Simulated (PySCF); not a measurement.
Species: C3H7OSSi (doublet state).
Geometry (GFN2-xTB, Å), atoms numbered from 1 in this order:
```xyz
13
C3H7OSSi angstrom
Si     2.7132    0.2337    0.3505
S      0.8436    1.1749    0.7893
C     -0.2217    0.4041   -0.4688
C     -1.7125    0.7203   -0.3491
O     -2.0309   -0.6715   -0.3037
C     -0.6556   -1.0431   -0.2329
H      3.1116    0.5121   -1.0201
H      2.6784   -1.1822    0.6774
H      0.2043    0.5992   -1.4520
H     -1.9866    1.2301    0.5792
H     -2.1730    1.2255   -1.2010
H     -0.3951   -1.4347    0.7561
H     -0.3800   -1.7680   -1.0037
```

The hyperfine couplings belong to this conformer and change with its torsions.

As a line formula: `C1(COC1)S[SiH2]` [radical].

Method used: UKS B3LYP, pcH-1 on C H O S Si, non-relativistic, mean-field spin-orbit, GIAO in PySCF. Isolated species at its GFN2-xTB geometry (one conformer only). The geometry wasn't refined by DFT: couplings that depend on bond lengths, twists or pyramidal angles can differ widely from those at the functional's own minimum, by a factor of two or more for some ions and for spin on atoms past the first row. No stability test was run, so a lower SCF solution isn't excluded.

**Question.** Break the g tensor into its mass correction, gauge correction and orbital-Zeeman/spin–orbit terms.

**Answer.** 
| Δg (ppm) | 1 | 2 | 3 |
| --- | --- | --- | --- |
| relativistic mass correction | -137 | -137 | -137 |
| gauge correction | 11 | 77 | 73 |
| orbital Zeeman/spin–orbit | -253 | 2193 | 3114 |
| total | -379 | 2132 | 3050 |

So g = 2.00194, 2.00445, 2.00537 and g_iso = 2.00392; the tensor is rhombic: the two nearest values differ by 27 % of g3 − g1. 

**Question.** At 33.815 GHz, how far is the centre of the isotropic spectrum from where a free electron (g = 2.002319) resonates?

**Answer.** B = hν/(g μB) with μB/h = 13.99624 MHz/mT gives 1206.60 mT for the free electron and 1205.64 mT at g_iso, 0.96 mT lower.

**Question.** Average each term over the three axes. Which is largest in size?

**Answer.** The orbital-Zeeman/spin–orbit term 1684, the mass correction -137 and the gauge correction 54 ppm, for a total of 1601 ppm. The orbital-Zeeman/spin–orbit term is the largest in size. The mass correction is the same along every axis, so the anisotropy comes from the other two: their spans along these axes are 66 (gauge) and 3367 ppm (orbital Zeeman/spin–orbit).

**Question.** In a frozen sample, at which fields do the three g values resonate at 9.5, 34, 94 and 263 GHz (hyperfine left aside), and which band first spreads them over more than twice a line width of 0.3 mT?

**Answer.** 
```csv
band,GHz,B(g3) mT,B(g2) mT,B(g1) mT,spread mT
X,9.5,338.47,338.62,339.05,0.58
Q,34.0,1211.36,1211.91,1213.43,2.08
W,94.0,3349.05,3350.59,3354.79,5.74
J,263.0,9370.22,9374.51,9386.27,16.05
```

The spread grows in proportion to the frequency. Q band is the first where it exceeds 0.6 mT.

The largest Mulliken spin population is on Si1 (+0.96). The angles at Si1 add up to 335.5°, so it is pyramidal.

The HOMO–LUMO gaps are 6.21 eV among the α and 3.58 eV among the β orbitals.
